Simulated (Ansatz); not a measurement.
The cluster Mo₂O₆, relaxed as a singlet with RKS r2SCAN-D4/def2-SVP in Ansatz, starting from the GFN1-xTB geometry. Force threshold 0.02 eV/Å.

In the def2 sets Mo takes a core potential; there is no spin–orbit coupling. The structure holds one bond between oxygen atoms, so isomers without such links may lie far lower. The restricted singlet is unstable towards broken spin symmetry in Hartree–Fock (as tested in another run); at r2SCAN-D4/def2-SVP this wasn't settled. Another isomer (singlet) lies 5.12 eV lower at PBE0-D4/def2-TZVP; other spin states weren't run for this one.

Start:

```xyz
8

Mo   -1.065    0.064    0.273
Mo    1.618    0.031   -0.014
O     0.321    1.200    0.255
O    -2.209   -0.742   -0.796
O    -1.439   -0.297    1.837
O     2.141   -0.250   -1.554
O     2.504   -0.546    1.253
O    -1.871    0.540   -1.253
```

| step | energy (eV) | largest force component (eV/Å) | SCF passes |
| --- | --- | --- | --- |
| 1 | -15981.9961 | 4.707 | 32 |
| 2 | -15983.2497 | 2.052 | 36 |
| 3 | -15983.4072 | 1.271 | 40 |
| 4 | -15983.4206 | 1.577 | 38 |
| 5 | -15983.5107 | 0.742 | 33 |
| 6 (rejected) | -15983.5083 | 0.665 | 33 |
| 7 | -15983.5409 | 0.144 | 34 |
| 8 | -15983.5440 | 0.071 | 26 |
| 9 | -15983.5449 | 0.056 | 27 |
| 10 | -15983.5452 | 0.030 | 27 |
| 11 (rejected) | -15983.5452 | 0.055 | 29 |
| 12 | -15983.5453 | 0.004 | 30 |

Force components are those of the run's own axes.

End:

```xyz
8

Mo   -0.854   -0.159    0.227
Mo    1.767    0.298    0.001
O     0.264    1.405    0.205
O    -2.134   -0.754   -1.023
O    -1.311   -0.360    1.819
O     1.889   -0.533   -1.487
O     2.361   -0.566    1.341
O    -1.983    0.669   -1.084
```

By distances, no bond broke or formed. The bond that changes most is Mo1–O3, from 1.79 to 1.92 Å (atoms count from 1).

No frequencies were taken in this run, so the end may be a saddle point.

It took 58 s on 2 threads of AMD EPYC 7R13 on a shared host.
